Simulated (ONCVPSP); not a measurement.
sulfur (S): ONCV pseudisation with PBEsol, scalar-relativistic reference atom.

```
Element                 : S (Z = 16)
Generator               : ONCVPSP 4.0.1
Type                    : optimised norm-conserving Vanderbilt (ONCV)
Functional              : PBEsol
Relativity              : scalar-relativistic
Frozen core             : [Ne]
Valence charge          : 6
Reference configuration : 3s2 3p4
Partial waves           : 3s: rc 1.20 bohr, ncon 4, nbas 8, qcut 4.6 1/bohr, 3 projectors, debl 0.7 Ha; 3p: rc 1.15 bohr, ncon 3, nbas 6, qcut 6 1/bohr, 2 projectors, debl 3.5 Ha; d scattering state at 0.16 Ha: rc 1.25 bohr, ncon 5, nbas 9, qcut 8.6 1/bohr, 2 projectors, debl 2.2 Ha
Local potential         : polynomial inside 0.90 bohr (lpopt 5, dvloc0 3 Ha)
Core correction         : polynomial model core, fcfact 0.3
```

(1) Estimate the cutoffs (Ha) at which the residual kinetic energy of the hardest occupied pseudo-wave falls to 1 and 0.1 mHa per electron.

(2) Does the potential have ghost states?

(3) Tests: 3s2 3p3; 3s2 3p2; 3s2 3p1; 3s1 3p5. Which has the largest error in its energy relative to the reference configuration, and how large is it?

## Answers

(1) 17 Ha and 86 Ha.

(2) Ghosts flagged at negative energy: s at -203.3 eV; GHOST(+) flagged for s at 595.8 eV. A true bound ghost makes a file unfit for plane-wave use.

(3) 3s2 3p1, with +36 meV (all-electron minus pseudo) on +67.97 eV.
